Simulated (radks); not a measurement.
Spherical quantum dot in the effective-mass picture: electrons in a parabolic well V = omega^2 r^2 / 2 with omega = 0.679, with a point charge +2 (a donor) at the centre, all in effective atomic units (hartree* = m*/eps^2 hartree, bohr* = eps/m* bohr), one dielectric constant everywhere. Method: non-relativistic Kohn-Sham, LDA (Slater exchange, Perdew-Wang correlation), spin-polarised, spherical densities; computed with a radial shooting solver with Libxc functionals. Levels are named by radial order and angular momentum (1s, 1p, 1d, 2s, ...), and open shells are averaged over m. Results are scaled to m* = 0.403 and eps = 13.2, for which hartree* = 62.94 meV and bohr* = 1.733 nm. Each electron was tried in the lowest free levels, single moves between levels near the top were tried too, and the lowest total energy was kept; such a search can miss a lower state. At N = 1 the Hartree and exchange-correlation terms need not cancel, so that row can carry a self-interaction error.

| N | open shells | 2S | E (meV) | addition energy mu(N+1) - mu(N) (meV) | rms radius (nm) |
|---|---|---|---|---|---|
| 1 | 1s(up 1, down 0) | 1 | -111.978 | 74.27 | 1.386 |
| 2 | none | 0 | -149.691 | 135.8 | 1.587 |
| 3 | 1p(up 1, down 0) | 1 | -51.6259 | 26.81 | 2.258 |
| 4 | 1p(up 2, down 0) | 2 | 73.2535 | 27.03 | 2.598 |
| 5 | 1p(up 3, down 0) | 3 | 225.164 | 33.63 | 2.836 |
| 6 | 1p(up 3, down 1) | 2 | 410.703 | 23.50 | 3.038 |
| 7 | 1p(up 3, down 2) | 1 | 619.747 | 23.55 | 3.206 |
| 8 | none | 0 | 852.344 | 30.30 | 3.353 |
| 9 | 2s(up 1, down 0) | 1 | 1115.25 | 23.38 | 3.522 |
| 10 | none | 0 | 1401.53 | 43.45 | 3.672 |
| 11 | 1d(up 1, down 0) | 1 | 1731.26 | 19.28 | 3.822 |
| 12 | 1d(up 2, down 0) | 2 | 2080.28 | 19.08 | 3.954 |
| 13 | 1d(up 3, down 0) | 3 | 2448.39 | 18.86 | 4.074 |
| 14 | 1d(up 4, down 0) | 4 | 2835.34 | 18.62 | 4.184 |
| 15 | 1d(up 5, down 0) | 5 | 3240.92 | 22.78 | 4.287 |
| 16 | 1d(up 5, down 1) | 4 | 3669.28 | 17.63 | 4.385 |
| 17 | 1d(up 5, down 2) | 3 | 4115.26 | 17.49 | 4.477 |
| 18 | 1d(up 5, down 3) | 2 | 4578.74 | 17.33 | 4.564 |
| 19 | 1d(up 5, down 4) | 1 | 5059.56 | 17.16 | 4.647 |
| 20 | none | 0 | 5557.54 | 40.80 | 4.726 |
| 21 | 1f(up 1, down 0) | 1 | 6096.31 | 15.87 | 4.817 |
| 22 | 1f(up 2, down 0) | 2 | 6650.96 | 15.76 | 4.903 |
| 23 | 1f(up 3, down 0) | 3 | 7221.38 | 15.65 | 4.984 |
| 24 | 1f(up 4, down 0) | 4 | 7807.44 | 15.53 | 5.062 |
| 25 | 1f(up 5, down 0) | 5 | 8409.03 | 15.41 | 5.136 |
| 26 | 1f(up 6, down 0) | 6 | 9026.03 | 15.29 | 5.207 |
| 27 | 1f(up 7, down 0) | 7 | 9658.31 | 17.33 | 5.276 |
| 28 | 1f(up 7, down 0) 2p(up 1, down 0) | 8 | 10307.9 | 15.51 | 5.342 |
| 29 | 1f(up 7, down 0) 2p(up 2, down 0) | 9 | 10973.1 | 15.44 | 5.406 |
| 30 | 1f(up 7, down 0) 2p(up 3, down 0) | 10 | 11653.6 | 15.54 | 5.468 |
| 31 | 1f(up 7, down 1) 2p(up 3, down 0) | 9 | 12349.7 | 14.42 | 5.529 |
| 32 | 1f(up 7, down 2) 2p(up 3, down 0) | 8 | 13060.3 | 14.22 | 5.589 |
| 33 | 1f(up 7, down 4) 2p(up 2, down 0) | 5 | 13785.0 | 14.08 | 5.646 |
| 34 | 1f(up 7, down 6) 2p(up 1, down 0) | 2 | 14523.9 | 14.14 | 5.703 |
| 35 | 2p(up 1, down 0) | 1 | 15276.9 | 14.56 | 5.757 |
| 36 | 2p(up 2, down 0) | 2 | 16044.4 | 14.57 | 5.810 |
| 37 | 2p(up 3, down 0) | 3 | 16826.5 | 16.74 | 5.862 |
| 38 | 2p(up 3, down 1) | 2 | 17625.4 | - | 5.913 |

All shells are closed at N = 2, 8, 10, 20 (there: 1s2 1p6 1d10 2s2); the second difference of the energy has clear peaks (12 % above both neighbours; the first and last values, which can be the largest, are not judged, and half-filled shells can peak too) at N = 2, 5, 8, 10, 15, 20.
